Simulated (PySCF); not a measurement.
Planning a geometry optimisation on `C1=CCCCCCCC=1`.

Method: PBE0-D3(BJ)/def2-SVP geometry optimisation, gas phase (PySCF 2.14.0). Work: geometry optimisation from a GFN2-xTB start, density fitting. The input is one job of a driver script: a line of settings, then coordinates in Å.

Input:
```
{"job": {"xc": "PBE0", "basis": "def2-SVP", "d3": "d3bj", "grid": 2, "kind": "geom"}, "charge": 0, "multiplicity": 1}
C     -0.793358    -1.595921    -0.092582
C     -1.884932    -0.933781     0.134738
C     -2.135904     0.422137    -0.477521
C     -0.878307     1.080279    -1.051749
C      0.031298     1.738413    -0.009531
C      0.764938     0.797864     0.951725
C      1.838051    -0.084684     0.290002
C      1.596472    -1.590247     0.483810
C      0.404581    -2.039421    -0.323845
H     -2.674848    -1.332304     0.758014
H     -2.877577     0.309840    -1.276355
H     -2.578434     1.071286     0.283473
H     -0.317370     0.336453    -1.619132
H     -1.191585     1.861261    -1.749964
H     -0.573165     2.428000     0.586539
H      0.776411     2.338219    -0.539749
H      0.036866     0.170278     1.461915
H      1.239798     1.421165     1.713432
H      1.881233     0.125606    -0.780458
H      2.819058     0.159377     0.704294
H      2.480923    -2.141468     0.159992
H      1.441554    -1.794037     1.545963
H      0.589545    -2.721329    -1.142933
```

Hardware: an Arm Neoverse V1 with one thread, no GPU, shared host with 32 logical CPUs at a one-minute load of 9.1. PySCF's memory limit was set to 1600 MB.

Question: How large is the basis?

Answer: 196 functions.

Question: How long does the run take?

Answer: About 2.3 min. The run took 7 energy-and-gradient evaluations and 48 SCF cycles, 20 s an evaluation on average.

Question: How much memory does it need at the peak?

Answer: About 0.88 GiB. Peak memory is the resident size of the whole Python process, interpreter and libraries included.

Question: At this speed, how long would 100 such jobs take on 32 cores, one job a core?

Answer: 100/32 gives 4 rounds of 2.3 min, about 9.2 min of wall time and 3.8 core-hours, if the jobs don't slow each other.

Other jobs ran on the host; a repeat could differ by tens of per cent or more.

The run converged: final energy -350.66946 Eh after 6 steps; dipole 0.60 D.
